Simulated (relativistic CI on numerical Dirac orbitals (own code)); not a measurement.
**One change at a time: Se XXVIII**

Base calculation: Dirac-Coulomb-Breit CI, orbitals from a KLI potential per configuration, a model potential for QED, unscaled Slater integrals.

Configurations in the expansion (outside the closed core 1s2): 2s2 2p3, 2s 2p4, 2p5, 2p4 3s, 2p4 3p, 2p4 3d, 2s2 2p2 3s, 2s2 2p2 3p, 2s2 2p2 3d, 2s 2p3 3s, 2s 2p3 3p, 2s 2p3 3d, 2s2 2p2 4s, 2s2 2p2 4p, 2s2 2p2 4d, 2s2 2p2 4f. Levels of other configurations are missing.

Variants: (1) only the first 3 configurations. Shifts of the energy above 2s2 2p3 4S°_3/2, in eV, for the lowest level and the first level of each name with at least 55 % of one term (blank where a level changes its place among those of its configuration and J or its character, or is not in the variant):

```csv
Level,Base,Δ(1)
2s2 2p3 4S°_3/2,0.000,0.000
2s2 2p3 2D°_3/2,37.134,+0.073
2s2 2p3 2D°_5/2,48.717,+0.084
2s2 2p3 2P°_1/2,63.873,-0.284
2s2 2p3 2P°_3/2,98.475,-0.127
2s 2p4 4P_5/2,152.045,-0.179
2s 2p4 4P_3/2,178.329,-0.117
2s 2p4 4P_1/2,180.671,-0.194
2s 2p4 2D_3/2,213.156,+0.188
2s 2p4 2D_5/2,224.286,+0.169
2s 2p4 2P_3/2,253.555,+0.449
2s 2p4 2P_1/2,294.106,+0.241
2p5 2P°_3/2,383.525,+0.526
2p5 2P°_1/2,427.887,+0.535
```

At this charge energies of transitions that change n are usually good to better than 1 %, and those within a shell (Δn = 0) to a few per cent.

Ionisation energy from the two ground configurations alone: base 2963.55 eV. The NIST ASD value (semi-empirical) is 2964 eV.

LS names give the leading component of a level, which can be under half, so a name can repeat, a term be missing and a line seem to break the LS rules.
